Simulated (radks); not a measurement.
Neutral titanium inside a hard spherical wall (all orbitals vanish at R), configuration held at [Ar] 3d2 4s2 and not refilled when levels cross. Method: non-relativistic Kohn-Sham, LDA (Slater exchange, Perdew-Wang correlation), spin-polarised, spherical densities, point nucleus; open shells are filled with parallel spins first; computed with a radial shooting solver on a logarithmic mesh with Libxc functionals. Eigenvalues in eV for spin up, with the zero of energy where the potential of the charges vanishes at infinity; a dash marks a level that is unbound or too diffuse for the functional's potential to be trusted. A positive occupied level is held by the wall or, in an anion where self-interaction has pushed it up, behind a barrier. The pressure on the wall is -dE/dV.

R (bohr)  E (hartree)  kinetic (hartree)    e(3s)    e(3p)   e(3d)   e(4s)  e(4p, empty)  e(5s, empty)  pressure (GPa)
free       -847.29539            846.078  -62.045  -39.318  -5.164  -4.753        -1.649        -0.073               0
15         -847.29539            846.078  -62.045  -39.317  -5.163  -4.752        -1.645         0.287        < 0.0001
12         -847.29529            846.079  -62.034  -39.306  -5.153  -4.744        -1.616         0.856         0.00184
8          -847.28761            846.134  -61.653  -38.928  -4.797  -4.426        -1.010         4.655           0.299
4          -846.73323            848.161  -54.843  -32.261   1.723   5.486        12.254        48.713            97.5
2.5        -842.83114            860.342  -37.473  -14.745  21.869  55.072        67.882        190.31            2820
1.5        -812.99434            939.228   39.081   66.204  107.03  318.49        327.53        754.40           88500
